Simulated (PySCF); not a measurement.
A PySCF script (with the pyscf-properties extension) for the NMR shieldings of SMILES F[C@@H]1C[C@@H]2C[C@@H](C(F)(F)F)[C@@H]21, C7H8F4, on a GFN2-xTB geometry:

```python
import basis_set_exchange as bse
import numpy as np
from pyscf import gto, dft
from pyscf.prop import nmr

atoms = """
F     1.216420    2.140237   -0.540540
C     1.367098    1.183920    0.430902
C     2.055374   -0.106691   -0.039037
C     0.812720   -0.916768    0.367893
C    -0.197616   -1.126612   -0.768952
C    -0.861755    0.222178   -0.425898
C    -2.316167    0.111475   -0.030316
F    -2.528824   -0.812896    0.920968
F    -2.803531    1.264952    0.452264
F    -3.096434   -0.231335   -1.067938
C     0.095111    0.392080    0.768269
H     1.832309    1.681901    1.285369
H     2.267434   -0.112567   -1.105638
H     2.961568   -0.349486    0.508932
H     0.966705   -1.738898    1.058453
H     0.226164   -1.191902   -1.768126
H    -0.860489   -1.973942   -0.606580
H    -0.782202    1.002912   -1.184175
H    -0.363689    0.570691    1.736690
"""
names = dict.fromkeys(["F", "C", "H"], "pcSseg-1")
basis = {el: gto.basis.parse(bse.get_basis(n, elements=[el], fmt="nwchem")) for el, n in names.items()}
mol = gto.M(atom=atoms, basis=basis, charge=0, verbose=0)
mf = dft.RKS(mol, xc="PBE0")
mf.grids.level = 2
mf.grids.alignment = dft.numint.BLKSIZE   # the property module wants whole blocks of grid points
mf.conv_tol = 1e-9
mf.kernel()

calc = nmr.RKS(mf)   # GIAO
C = mf.mo_coeff
Co = C[:, mf.mo_occ > 0]
resp = mf.gen_response(singlet=True, hermi=2)
def vind(x):   # induced exchange potential for any number of trial vectors
    d = np.einsum("pi,xij,qj->xpq", C, 2 * x.reshape(-1, C.shape[1], Co.shape[1]), Co, optimize=True)
    return np.einsum("xpq,pi,qj->xij", resp(d - d.transpose(0, 2, 1)), C, Co, optimize=True).ravel()
mo1, _ = nmr.rhf.solve_mo1(calc, with_cphf=vind)
sigma = calc.kernel(mo1)
for i, s in enumerate(sigma):   # ppm
    print("%2d %-2s %9.2f" % (i, mol.atom_pure_symbol(i), np.trace(s) / 3))
```

**Question.** Give the expected output.

**Answer.** 
```
 0 F     374.81
 1 C     100.50
 2 C     147.68
 3 C     162.48
 4 C     156.05
 5 C     151.81
 6 C      49.31
 7 F     267.02
 8 F     261.52
 9 F     261.86
10 C     145.30
11 H      26.31
12 H      29.49
13 H      28.82
14 H      29.52
15 H      29.64
16 H      28.96
17 H      28.27
18 H      28.67
```

These numbers come from an equivalent density-fitted implementation of the same equations, which agrees with the script to about 0.01 ppm for H and up to a few tenths of a ppm for heavy atoms, so last digits may differ.

Size and cost of the density-fitted run: 227 basis functions, 65 s wall time on 1 thread of an x86-64 server CPU, shared host.
